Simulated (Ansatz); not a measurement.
H4Si2 (SMILES [SiH][SiH3]) moved off its minimum; all values from Ansatz (an electronic-structure program), cores frozen in correlated methods.
(charge 0, multiplicity 1)
```xyz
6

Si    -0.0565     1.1311     0.7544
H     -0.4236     1.8288    -0.3037
Si    -0.1048    -0.9365    -0.7567
H      0.9308    -0.6801    -1.8390
H     -1.4616    -1.0638    -1.1283
H      0.4482    -2.1490     0.1379
```

Give the forces (eV/Å), the total energy and the dipole at CCSD(T)/aug-cc-pV(T+d)Z.


```json
[
 {"atom": "Si1", "Fx": "1.326", "Fy": "-3.456", "Fz": "3.133"},
 {"atom": "H2", "Fx": "-1.371", "Fy": "2.735", "Fz": "-3.840"},
 {"atom": "Si3", "Fx": "2.732", "Fy": "0.326", "Fz": "2.370"},
 {"atom": "H4", "Fx": "-0.649", "Fy": "-0.223", "Fz": "0.156"},
 {"atom": "H5", "Fx": "-1.272", "Fy": "-0.420", "Fz": "-0.703"},
 {"atom": "H6", "Fx": "-0.765", "Fy": "1.038", "Fz": "-1.116"}
]
```
Energy -580.4095 hartree, dipole 0.79 D.

Doubts at one or more of the structures used: a restricted determinant that unrestricted orbitals would lower (CCSD(T)/aug-cc-pV(T+d)Z).
